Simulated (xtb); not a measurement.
HSi, SMILES [SiH] (connectivity only; charge and spin as stated), charge +1, multiplicity 1. All values are semi-empirical tight-binding results from xtb (GFN2-xTB unless named), good for trends rather than for accurate numbers. The structure is a stationary point at GFN2-xTB.

Problem. Estimate the properties. (The exact figures need the calculation; the answer reports its results.)

Solution. 
```
Quantity                                         Value
--------------------------------------  --------------
point group as xtb finds it                        C∞v
orbital gap                                    2.39 eV
static polarisability (D4 model)            32.5 bohr³
solvation energy, GFN2-xTB/ALPB(water)  -57.3 kcal/mol
solvation energy, GFN2-xTB/ALPB(chcl3)  -52.6 kcal/mol
```
